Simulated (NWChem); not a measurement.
Species: CBF$_{5}$; SMILES C(F)(F)(F)B(F)F

```xyz
7

B      0.0089    -0.9717     0.0055
C      0.0086     0.6402     0.0025
F     -0.5136     1.0983    -1.1432
F      1.2343     1.1482     0.1239
F     -0.7344     1.1160     1.0084
F      1.1326    -1.6366     0.0032
F     -1.1295    -1.6129     0.0029
```
Atoms are numbered in this order, from 1.

All runs: NWChem. Pople sets run with spherical d functions. Medium grid unless said otherwise, to which SCAN and Minnesota functionals are sensitive. Coordinates come from a PBE0/def2-SVP optimisation.

Among these, which level gives the highest value of “orbital gap (eV)”?
A. BP86/6-31G*
B. B3LYP/6-31G*
C. Hartree-Fock/6-31G*
D. M05-2X/6-31G*

C, Hartree-Fock/6-31G*. Values: BP86/6-31G* 6.57; B3LYP/6-31G* 8.91; M05-2X/6-31G* 12.57; Hartree-Fock/6-31G* 18.40
